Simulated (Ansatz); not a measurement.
The cluster TeAu₂⁺. The state is a doublet with charge 1. Geometry PBE0-D4/def2-TZVP; atoms count from 1.

```csv
atom,x (Å),y (Å),z (Å)
Au1,0.657,0.930,-1.535
Au2,-0.172,-1.704,0.849
Te3,-0.485,0.774,0.686
```

In the def2 sets Au, Te take a core potential; there is no spin–orbit coupling. The structure comes from a short search, and lower isomers may exist.

Estimate the Mulliken populations from the PBE0/def2-TZVP orbitals of Ansatz.


```tsv
atom	charge (e)	spin (α − β)	d electrons
Au1	0.47	0.02	9.73
Au2	0.47	0.02	9.73
Te3	0.06	0.96	–
```
Mulliken values depend strongly on the basis.

Where does the spin sit?

Summed by element: Au 0.04, Te 0.96, of 1 unpaired in all. Largest on single atoms: Te3 0.96, Au1 0.02, Au2 0.02.

And the Mayer bond orders between heavy atoms (over 0.3)?

Au1–Te3 1.15 (2.50 Å); Au2–Te3 1.15 (2.50 Å).
